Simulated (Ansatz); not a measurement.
Relaxation of Cl3H2NZr (7 atoms, charge 0, multiplicity 1), to a largest force component of 0.02 eV/Å in at most 40 steps.

Level of theory: RKS PBE-D4/def2-SVP in Ansatz.

```xyz
7
Properties=species:S:1:pos:R:3
Zr 0.000 0.000 0.000
N 0.000 0.000 2.210
H -0.877 -0.271 2.740
H 0.877 0.271 2.740
Cl 2.376 0.000 -0.839
Cl -1.187 2.056 -0.839
Cl -1.187 -2.056 -0.839
```

Q: Where does it end, and by what steps?

A: The run converged. After 5 steps the energy has fallen by 1.041 eV; Cl7 moved furthest, 0.21 Å.

```
step  energy less start (eV)  largest force component (eV/Å)  accepted
   0                  0.0000                           2.733       yes
   1                 -0.9968                           0.633       yes
   2                 -1.0367                           0.146       yes
   3                 -1.0390                           0.093       yes
   4                 -1.0403                           0.066       yes
   5                 -1.0407                           0.009       yes
```

```xyz
7
Properties=species:S:1:pos:R:3
Zr 0.021 -0.015 0.009
N 0.016 -0.017 2.012
H -0.789 -0.262 2.604
H 0.800 0.259 2.617
Cl 2.273 0.039 -0.663
Cl -1.129 1.911 -0.724
Cl -1.189 -1.914 -0.683
```

Whether the end is a true minimum wasn't checked by a vibrational analysis.

The run took 19 s on 2 threads of Arm Neoverse V2, on a shared host, peak memory 0.16 GiB.
